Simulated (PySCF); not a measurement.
2-bromobut-1-en-3-yne (C4H3Br), SMILES BrC(=C)C#C. Heavy atoms are numbered as in [CH:1]#[C:2][C:3](=[CH2:4])[Br:5]. Hydrogens are named by the atom that carries them.

The structure is a stationary point at B3LYP-D3(BJ)/def2-SVP.

Calculation: PBE/pcSseg-1 (PySCF).

GIAO shieldings, no solvent; atoms alike by connectivity are averaged. δ = σ(ref) − σ: ¹³C against TMS (σ = 182.0 ppm); ¹H against TMS (σ = 31.49 ppm), references at their B3LYP-D3(BJ)/def2-TZVP geometries, non-relativistic (without spin–orbit terms, shifts of atoms bonded to Cl or Br come out too high).

Computed chemical shifts:
```json
[
 {"nucleus": "¹³C", "atoms": "C4 (CH2)", "count": "1", "δ (ppm)": "135.8"},
 {"nucleus": "¹³C", "atoms": "C3", "count": "1", "δ (ppm)": "134.3"},
 {"nucleus": "¹³C", "atoms": "C1 (CH)", "count": "1", "δ (ppm)": "91.3"},
 {"nucleus": "¹³C", "atoms": "C2", "count": "1", "δ (ppm)": "87.9"},
 {"nucleus": "¹H", "atoms": "H on C4", "count": "2", "δ (ppm)": "6.35"},
 {"nucleus": "¹H", "atoms": "H on C1", "count": "1", "δ (ppm)": "3.61"}
]
```
